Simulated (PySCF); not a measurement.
B(F)(NMe2)(SH) (C2H7BFNS), SMILES CN(C)B(F)S. Atoms are numbered in the order given.

```xyz
13

B      0.3060     0.1321    -0.4283
F      1.2012    -0.2763    -1.3400
N     -0.1242    -0.7780     0.5511
C     -0.9947    -0.4696     1.6546
C      0.2746    -2.1667     0.4859
H     -2.0083    -0.8896     1.5169
H     -0.5890    -0.8869     2.5926
H     -1.0833     0.6150     1.7960
H      0.8226    -2.4653     1.3974
H     -0.6049    -2.8289     0.3926
H      0.9264    -2.3339    -0.3794
S     -0.2109     1.8759    -0.6285
H     -1.2395     1.8649     0.2404
```

Geometry optimised at PBE0-D3(BJ)/def2-SVP. This is a generated structure with no PubChem entry under its InChIKey; it may be hypothetical. One conformer was computed; it need not be the lowest.

Computed with PBE0-D3(BJ)/def2-SVP (PySCF).

Frequencies are harmonic and unscaled.

| mode | ν (cm⁻¹) | IR (km/mol) | Raman (Å⁴/amu) | depolarisation | moving atoms (share of kinetic energy) |
|---|---|---|---|---|---|
| 1 | 88 | 1.9 | 0.4 | 0.75 | H 35 %, C 34 %, F 18 %, S 11 % |
| 2 | 131 | 0.1 | 0.3 | 0.44 | H 73 %, C 10 % |
| 3 | 179 | 0.6 | 0.7 | 0.74 | H 73 %, N 10 % |
| 4 | 212 | 3.1 | 0.9 | 0.74 | H 61 %, S 15 %, C 12 % |
| 5 | 270 | 1.4 | 0.1 | 0.60 | H 43 %, N 24 %, C 13 % |
| 6 | 301 | 13.0 | 2.4 | 0.73 | H 53 %, F 19 %, N 12 %, C 11 % |
| 7 | 334 | 6.5 | 1.3 | 0.44 | F 37 %, H 26 %, C 17 %, S 10 %, N 8 % |
| 8 | 394 | 0.4 | 1.9 | 0.30 | S 31 %, C 27 %, H 24 %, F 11 % |
| 9 | 422 | 1.0 | 1.8 | 0.55 | C 30 %, H 23 %, S 16 %, F 15 %, N 13 % |
| 10 | 574 | 20.7 | 1.2 | 0.66 | B 76 %, N 11 % |
| 11 | 617 | 12.4 | 7.0 | 0.10 | F 29 %, C 27 %, H 13 %, S 12 %, N 11 %, B 9 % |
| 12 | 799 | 13.6 | 9.0 | 0.75 | H 85 % |
| 13 | 979 | 12.5 | 6.3 | 0.75 | C 37 %, H 26 %, B 21 %, N 12 % |
| 14 | 1083 | 14.2 | 4.9 | 0.72 | H 74 %, C 23 % |
| 15 | 1114 | 0.9 | 2.2 | 0.73 | H 80 %, C 20 % |
| 16 | 1144 | 187.0 | 3.7 | 0.29 | H 43 %, B 34 %, C 18 % |
| 17 | 1172 | 3.5 | 0.5 | 0.65 | H 68 %, C 20 %, N 12 % |
| 18 | 1259 | 36.6 | 1.6 | 0.56 | B 31 %, N 25 %, C 17 %, F 14 %, H 11 % |
| 19 | 1302 | 222.4 | 0.6 | 0.51 | N 44 %, B 25 %, C 13 %, H 12 % |
| 20 | 1428 | 5.4 | 10.2 | 0.67 | H 84 %, C 15 % |
| 21 | 1448 | 52.6 | 8.8 | 0.23 | H 69 %, C 21 % |
| 22 | 1459 | 1.2 | 25.0 | 0.74 | H 94 % |
| 23 | 1470 | 31.8 | 31.7 | 0.65 | H 86 % |
| 24 | 1471 | 21.8 | 3.7 | 0.72 | H 96 % |
| 25 | 1475 | 19.6 | 7.2 | 0.70 | H 96 % |
| 26 | 1573 | 279.7 | 6.0 | 0.51 | N 39 %, H 31 %, B 29 % |
| 27 | 2751 | 1.2 | 88.2 | 0.23 | H 97 % |
| 28 | 3020 | 36.6 | 22.0 | 0.55 | H 97 % |
| 29 | 3026 | 80.8 | 307.3 | 0.02 | H 97 % |
| 30 | 3089 | 57.9 | 185.3 | 0.73 | H 91 %, C 9 % |
| 31 | 3095 | 0.8 | 25.2 | 0.65 | H 90 %, C 10 % |
| 32 | 3174 | 13.0 | 40.1 | 0.62 | H 91 %, C 9 % |
| 33 | 3195 | 2.3 | 52.4 | 0.64 | H 91 %, C 9 % |
